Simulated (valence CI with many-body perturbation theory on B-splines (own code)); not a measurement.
# Ce IX: electric-dipole lines

Computed by valence CI with perturbative core correlation (CI+MBPT): four valence electrons over a frozen Dirac-Fock core [Kr] 4d10, radial functions for each j: 8 s, 8 p, 9 d, 9 f, 6 g, 3 h, 2 i, with the one-electron correlation potential Σ1 (screened to all orders), the two-electron term Σ2, the three-electron term Σ3, Breit, model QED; selected single and double excitations, second order for the rest, scaled by the run's own slope (own B-spline code, finite nucleus).

No measured levels were compared; by estimate levels hold to about 250 cm⁻¹ or 0.2 % of their energy and the worst to 1 %, as in measured heavy ions of charge 2 to 7; those with d or f electrons hold less well. Core correlation moves these levels by up to 44000 cm⁻¹, and in measured spectra 5 to 20 % of such shifts remained as error; rates that hang on mixing are uncertain with them.

Lines 51 to 100 of 206 in falling wavelength, among levels below 254170 cm⁻¹, chosen from the strongest by gf and those to the six lowest levels. Wavelengths and rates use the calculated energies, so an error of 200 cm⁻¹ moves a line at 79.75 nm by 0.16 % and its rate by three times that or more. Electric multipoles are in the length gauge, E1 and E2 with the static RPA response of the core. Weak lines are less certain than strong ones. Lines between different terms over intervals too small for the method are left out, as are lines whose strength nearly cancels. The highest levels of a list are the least certain.

Names give the largest LS component (configuration and term), which can be under half, so a name can repeat, a term be missing and a line seem to break the LS rules; names also repeat where a configuration has a term twice. Letters in brackets count levels of one name in rising energy.

```
λ vac (nm)                Upper             Lower   A (s⁻¹)  S (a.u.) with core polarisation  S without
     79.75      4f 5s 5p2 5F°_5    4f 5s2 5p 3G_5  1.13e+08                         3.11e-01   4.11e-01
     79.33      4f 5s 5p2 3G°_4    4f 5s2 5p 3F_4  3.83e+07                         8.50e-02   1.12e-01
     79.21      4f 5s 5p2 5G°_3    4f 5s2 5p 3G_4  1.11e+07                         1.90e-02   2.75e-02
     78.97      4f 5s 5p2 5F°_3    4f 5s2 5p 3D_2  7.70e+07                         1.31e-01   1.76e-01
     78.88      4f 5s 5p2 5F°_2    4f 5s2 5p 3D_2  4.22e+07                         5.11e-02   6.93e-02
     78.80      4f 5s 5p2 5F°_3    4f 5s2 5p 3D_3  2.38e+07                         4.02e-02   5.47e-02
     78.74      4f 5s 5p2 5G°_3    4f 5s2 5p 3F_2  7.09e+07                         1.20e-01   1.58e-01
     78.30         5s 5p3 3D°_2  5s2 5p2 3P_2 [b]  1.75e+07                         2.08e-02   2.89e-02
     78.04      4f 5s 5p2 5G°_3    4f 5s2 5p 3F_3  6.37e+07                         1.05e-01   1.37e-01
     77.82      4f 5s 5p2 5D°_4    4f 5s2 5p 3G_4  1.38e+08                         2.89e-01   3.81e-01
     77.80      4f 5s 5p2 5F°_4    4f 5s2 5p 3D_3  9.11e+07                         1.91e-01   2.54e-01
     77.44      4f 5s 5p2 3G°_4    4f 5s2 5p 1F_3  1.80e+08                         3.72e-01   4.93e-01
     77.27      4f 5s 5p2 5F°_5    4f 5s2 5p 3F_4  1.93e+08                         4.84e-01   6.42e-01
     77.25      4f 5s 5p2 3G°_5    4f 5s2 5p 1G_4  1.65e+08                         4.14e-01   5.51e-01
     76.97      4f 5s 5p2 5G°_2    4f 5s2 5p 3G_3  1.08e+08                         1.22e-01   1.63e-01
     76.86      4f 5s 5p2 3F°_4    4f 5s2 5p 1G_4  9.49e+07                         1.91e-01   2.58e-01
     76.77      4f 5s 5p2 3F°_3    4f 5s2 5p 1G_4  2.08e+07                         3.24e-02   4.41e-02
     76.69      4f 5s 5p2 5D°_4    4f 5s2 5p 3F_3  8.44e+07                         1.69e-01   2.23e-01
     76.67         5s 5p3 5S°_2      5s2 5p2 3P_1  1.12e+08                         1.25e-01   1.69e-01
     76.33  4f 5s 5p2 3G°_3 [b]    4f 5s2 5p 1D_2  6.49e+07                         9.98e-02   1.31e-01
     75.38      4f 5s 5p2 5G°_3    4f 5s2 5p 3G_3  5.34e+07                         7.90e-02   1.05e-01
     75.12      4f 5s 5p2 5F°_4    4f 5s2 5p 3F_4  1.08e+08                         2.03e-01   2.72e-01
     74.92     5s 5p3 3P°_2 [b]    4f 5s2 5p 3D_3  1.03e+08                         1.07e-01   1.27e-01
     74.31      4f 5s 5p2 5F°_3    4f 5s2 5p 1F_3  8.40e+07                         1.19e-01   1.60e-01
     74.15         5s 5p3 3D°_3  5s2 5p2 3P_2 [b]  3.85e+08                         5.42e-01   7.33e-01
     74.12      4f 5s 5p2 5D°_4    4f 5s2 5p 3G_3  3.36e+05                         6.07e-04   8.02e-04
     73.82         5s 5p3 3P°_1      5s2 5p2 1S_0  8.37e+07                         4.98e-02   6.70e-02
     73.09      4f 5s 5p2 3G°_5    4f 5s2 5p 3G_5  2.78e+07                         5.89e-02   7.97e-02
     73.05      4f 5s 5p2 3F°_4    4f 5s2 5p 3D_3  5.90e+07                         1.02e-01   1.35e-01
     72.97      4f 5s 5p2 3F°_3    4f 5s2 5p 3D_3  1.40e+08                         1.88e-01   2.48e-01
     72.74      4f 5s 5p2 3F°_4    4f 5s2 5p 3G_5  2.86e+07                         4.89e-02   6.28e-02
     72.53  4f 5s 5p2 3G°_3 [a]    4f 5s2 5p 3G_4  1.49e+08                         1.97e-01   2.52e-01
     72.13  4f 5s 5p2 3G°_3 [a]    4f 5s2 5p 3F_2  1.06e+08                         1.37e-01   1.81e-01
     71.55  4f 5s 5p2 3G°_3 [a]    4f 5s2 5p 3F_3  5.17e+07                         6.54e-02   8.67e-02
     70.85     5s 5p3 3P°_2 [b]    4f 5s2 5p 1F_3  2.59e+07                         2.27e-02   2.90e-02
     70.82     5s 5p3 3P°_2 [a]    4f 5s2 5p 3F_3  2.32e+07                         2.03e-02   2.33e-02
     70.67      4f 5s 5p2 3F°_4    4f 5s2 5p 3F_4  1.05e+07                         1.65e-02   2.13e-02
     70.60      4f 5s 5p2 3F°_3    4f 5s2 5p 3F_4  2.39e+07                         2.90e-02   3.59e-02
     70.02      4f 5s 5p2 5G°_2  5s2 5p2 3P_2 [b]  8.69e+06                         7.36e-03   9.73e-03
     69.97      4f 5s 5p2 5G°_4    4f 5s2 5p 3F_3  2.49e+06                         3.79e-03   4.98e-03
     69.84      4f 5s 5p2 5D°_3    4f 5s2 5p 3F_3  2.80e+07                         3.29e-02   4.30e-02
     69.43  4f 5s 5p2 3G°_3 [b]    4f 5s2 5p 3D_2  6.88e+07                         7.96e-02   1.05e-01
     69.31  4f 5s 5p2 3G°_3 [a]    4f 5s2 5p 3G_3  3.31e+07                         3.81e-02   5.14e-02
     69.30  4f 5s 5p2 3G°_3 [b]    4f 5s2 5p 3D_3  2.99e+07                         3.44e-02   4.55e-02
     69.17      4f 5s 5p2 3F°_4    4f 5s2 5p 1F_3  1.78e+08                         2.62e-01   3.47e-01
     69.11      4f 5s 5p2 3F°_3    4f 5s2 5p 1F_3  1.79e+08                         2.05e-01   2.74e-01
     68.70      4f 5s 5p2 5G°_3  5s2 5p2 3P_2 [b]  5.46e+06                         6.11e-03   8.88e-03
     68.62     5s 5p3 3P°_2 [a]    4f 5s2 5p 3G_3  1.24e+08                         9.92e-02   1.16e-01
     68.58      4f 5s 5p2 5D°_2    4f 5s2 5p 3F_3  3.44e+05                         2.74e-04   3.60e-04
     68.56      4f 5s 5p2 1G°_4    4f 5s2 5p 3D_3  1.85e+07                         2.64e-02   3.41e-02
```
